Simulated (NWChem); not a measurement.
System: P$_{2}$H cation; SMILES P#[PH+]

Here is an NWChem input.

```
start job
memory heap 200 mb stack 900 mb global 1100 mb
charge 1
geometry units angstroms noautoz
  P      0.000000     0.000000     1.040373
  P      0.000000     0.000000    -0.858441
  H      0.000000     0.000000    -2.295055
end
basis spherical
  P library def2-tzvp
  H library def2-tzvp
end
dft
  xc mn15-l
  iterations 150
  mulliken
end
task dft energy
```

All runs use the structure optimised with PBE-D3(BJ)/def2-SVP.

### Question
Give the results of this calculation. (MN15-L/def2-TZVP.) Quantities: energy (Ha); highest occupied level (eV); orbital gap (eV).

### Answer
```json
{
  "energy (Ha)": "-682.83",
  "highest occupied level (eV)": "-14.15",
  "orbital gap (eV)": "4.26"
}
```
